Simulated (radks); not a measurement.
Problem. These are the eigenvalues of the occupied orbitals of an atom or ion with whole-number occupations (eV). All-electron calculation, Dirac Kohn-Sham, BLYP, spin-unpolarised, spherical densities, finite nucleus; Fermi nuclear charge, rms radius of each element as measured or else 0.836 A^(1/3) + 0.57 fm. Program: a radial shooting solver on a logarithmic mesh with Libxc functionals.

orbital  eigenvalue
1s1/2     -18849.83
2s1/2     -2676.828
2p1/2     -2460.769
2p3/2     -2364.937
3s1/2     -485.2254
3p1/2     -403.9074
3p3/2     -388.3685
3d3/2     -244.7268
3d5/2     -241.8310
4s1/2     -103.1906
4p1/2      -80.0706
4p3/2      -77.7783
4d3/2      -43.4477

Which element is it, and in what charge state? The configuration may be excited. Open shells, if any, fill j = l - 1/2 first.

Solution. Z = 41, niobium, charge +4: Nb4+ in [Kr] 4d1. The list shows which subshells hold electrons but not how many an open one holds; the 1s level, -692.72 hartree, gives Z - s = 37.2 by -(Z - s)^2/2, which with screening and relativity narrows Z to a few neighbours, and the depths of the outer levels then fix element, charge and occupations together.
